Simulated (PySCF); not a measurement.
# C4H12N2Se: core ionisation energies

Se(NMe2)2, C₄H₁₂N₂Se.
Structure used (PBE0-D3(BJ)/def2-SVP), in Å, numbered top down from 1:
```
atom  x, y, z in Å
Se1   -0.1062   -0.0322   -1.6924
N2     1.4418   -0.0705   -0.7202
C3     1.8085   -1.2820   -0.0301
C4     1.8937    1.1407   -0.0819
H5     2.9078   -1.3423    0.0686
H6     1.4696   -2.1569   -0.6018
H7     1.3819   -1.3506    0.9924
H8     1.6175    2.0116   -0.6921
H9     1.4730    1.2832    0.9352
H10    2.9944    1.1270    0.0167
N11   -1.5319    0.0450   -0.5495
C12   -1.8972   -1.1396    0.1876
C13   -1.8076    1.2832    0.1366
H14   -1.3529   -1.2418    1.1497
H15   -1.6957   -2.0349   -0.4165
H16   -2.9770   -1.1195    0.4220
H17   -1.5447    2.1352   -0.5055
H18   -2.8849    1.3507    0.3733
H19   -1.2529    1.3871    1.0925
```

Computed with delta-SCF UKS SCAN, pcX-2 on the ionised atom, pcseg-1 elsewhere, spin-free X2C in PySCF. Each binding energy is the total energy of the core-ionised species, with the hole localised on one atom, minus that of the ground state; both are solved self-consistently, so orbital relaxation is included.

Task: Give the core binding energies atom by atom.

Result: 
| atom(s) | environment | level | binding energy (eV) | count |
| --- | --- | --- | --- | --- |
| C3/C4/C12/C13 | carbon bonded to N and 3 H | C 1s | 291.26 | 4 |
| N2/N11 | nitrogen bonded to 2 C and Se | N 1s | 404.30 | 2 |

Task: Which effective nuclear charge Zeff reproduces each element's mean 1s value in the hydrogen-like formula E = 13.606 eV × Zeff²?

Result: C (Z = 6): mean 291.3 eV, Zeff = 4.63, Z − Zeff = 1.37; N (Z = 7): mean 404.3 eV, Zeff = 5.45, Z − Zeff = 1.55. Means run over the listed sites, weighted by atom count.

Task: Express the binding energy of N 1s of N2 (atom 2)/N11 in atomic units and per mole.

Result: 404.30 eV = 14.8578 Eh = 39009 kJ/mol.

The first atom of each set that the bonding makes equivalent was ionised and stands for the set. No level of selenium is listed. Geometry: PBE0-D3(BJ)/def2-SVP, one conformer, isolated molecule.
